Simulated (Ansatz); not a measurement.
Relaxation of BrF6HW (9 atoms, charge 0, multiplicity 1), to a largest force component of 0.03 eV/Å in at most 50 steps.

These are results of RKS PBE/def2-SVP (Ansatz 0.2.0), not measurements.

```xyz
9
Properties=species:S:1:pos:R:3
W -0.115 -0.113 -0.100
F -0.029 -0.018 1.757
F 1.738 -0.136 -0.205
F -0.168 1.738 -0.222
F -1.976 -0.133 -0.001
F -0.112 -1.973 0.006
F -0.208 -0.222 -1.954
Br 2.245 2.304 1.616
H 1.373 1.416 2.463
```

Question: Where does it end, and by what steps?

Answer: The forces met the threshold. The force dipped under the threshold on the way, but the program's further checks kept it going. After 13 steps the energy has fallen by 0.215 eV; Br8 moved furthest, 0.95 Å.

| step | energy less start (eV) | largest force component (eV/Å) | accepted |
| --- | --- | --- | --- |
| 0 | 0.0000 | 1.087 | yes |
| 1 | -0.1461 | 0.335 | yes |
| 2 | -0.1882 | 0.141 | yes |
| 3 | -0.2006 | 0.105 | yes |
| 4 | -0.1980 | 0.948 | no |
| 5 | -0.2060 | 0.126 | yes |
| 6 | -0.2093 | 0.234 | yes |
| 7 | -0.2116 | 0.202 | yes |
| 8 | -0.2129 | 0.103 | yes |
| 9 | -0.2141 | 0.045 | yes |
| 10 | -0.2145 | 0.010 | yes |
| 11 | -0.2149 | 0.088 | yes |
| 12 | -0.2151 | 0.048 | yes |
| 13 | -0.2152 | 0.009 | yes |

```xyz
9
Properties=species:S:1:pos:R:3
W -0.183 -0.184 -0.264
F 0.136 0.151 1.550
F 1.649 -0.204 -0.578
F -0.228 1.646 -0.590
F -2.014 -0.169 0.069
F -0.144 -2.012 0.080
F -0.507 -0.523 -2.062
Br 2.518 2.586 2.482
H 1.520 1.571 2.673
```

Whether the end is a true minimum wasn't checked by a vibrational analysis.

The run took 41 s on 4 threads of Arm Neoverse V1, on a shared host, peak memory 0.24 GiB.
